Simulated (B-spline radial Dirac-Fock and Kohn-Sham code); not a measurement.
# Xe³⁺: eigenvalues, ΔSCF and the reference

System: Xe³⁺ in the configuration [Kr] 4d10 5s2 5p3.

The density-functional columns are spherical, spin-unpolarised Dirac-Kohn-Sham results without Breit or QED terms: −ε is minus the orbital energy of the initial state and ΔSCF the difference of two total energies. The reference in the last column comes from ΔSCF Dirac-Fock with Breit, self-energy and vacuum polarisation, finite nucleus, configuration average. All numbers are from a radial B-spline solver, in eV; a selection of levels is shown. For the 1s level of heavy atoms much of the gap between ΔSCF and the reference is the Breit and QED part, -123.4 eV here; for other levels the error of the functional can be larger.

```
level   PBE −ε  PBE ΔSCF   LDA −ε  LDA ΔSCF  Dirac-Fock
    K  34378.7   34751.3  34341.2   34712.7     34600.4
   L1   5377.3    5445.4   5372.7    5440.9      5495.3
   L2   5054.3    5139.0   5052.5    5137.3      5144.0
   L3   4729.6    4808.6   4728.3    4807.3      4823.6
   M1   1126.9    1151.1   1125.6    1149.8      1187.6
   M2    992.6    1017.7    992.2    1017.3      1041.5
   M3    931.0     955.0    930.6     954.8       979.4
   M4    694.6     721.5    694.9     721.8       725.3
   M5    681.6     708.1    681.9     708.4       712.7
   N1    230.9     242.7    230.5     242.3       258.2
   N3    171.0     182.2    170.8     182.0       192.1
   N4    94.00     104.3    94.10     104.5       103.8
   N5    92.00     102.3    92.09     102.4       101.8
   O1    50.20     56.28    50.55     56.66       55.56
 O2,3    36.97     42.36    37.25     42.68       41.46
```

Question: Order the estimates of the K (1s) level by their distance from the Dirac-Fock value, nearest first.
A. PBE ΔSCF
B. LDA ΔSCF
C. PBE −ε
D. LDA −ε

Answer: B (112.3 eV), A (150.9 eV), C (221.7 eV), D (259.2 eV).

Values without a named source are computed, but for edge energies of neutral atoms, which are taken from tables.
